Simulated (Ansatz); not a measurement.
Coupled-cluster diagnostics for the cluster Li8H8⁻, Ansatz.

Geometry of the doublet (r2SCAN-D4/def2-SVPD):

```xyz
16

Li    2.0877    1.5752    2.4513
Li   -0.2788    0.1400    1.7885
Li   -2.3001   -0.0149   -3.3900
Li   -0.3308    2.0740   -3.0612
Li    0.6518    1.1895   -0.3064
Li    1.9340   -0.9210    3.2400
Li    0.4309   -2.0620    0.7783
Li   -1.3557   -1.7317   -1.0168
H     0.6195    1.6880    1.5072
H    -0.5194   -3.1220   -0.2512
H    -0.3974   -0.3759    0.0243
H     2.4233    0.6321    3.8700
H     0.7151    2.2089   -1.7526
H    -1.6145    1.4384   -4.0305
H    -2.4622   -1.3400   -2.3663
H     0.3967   -1.3787    2.5154
```

Correlated methods freeze no core orbitals; core or outer-core shells of Li are correlated, in sets that lack core-valence functions. Another isomer (doublet) lies 1.36 eV lower at PBE0-D4/def2-TZVPD; other spin states weren't run for this one.

Task: Estimate the CCSD(T) correlation energy, the shares of MP2 and (T), T1 and the reference's ⟨S²⟩ for: charge -1, doublet, own geometry in def2-SVPD; and the rough time on 4 threads of Arm Neoverse V1 on a shared host.

Result: 
```tsv
state	basis	correlation (eV)	MP2 share (%)	(T) share (%)	T1	⟨S²⟩ (pure)	wall time
charge -1, doublet, own geometry	def2-SVPD	-8.533	76.3	1.1	0.020	0.75 (0.75)	10 min
```
Customary marks for T1 are 0.02 (closed shells), 0.045 (open shells) and about 0.05 (3d metals). T1 exceeds 0.02 in 1 of 1 rows and 0.045 in 0; the higher it lies, the less the single-reference result can be trusted.
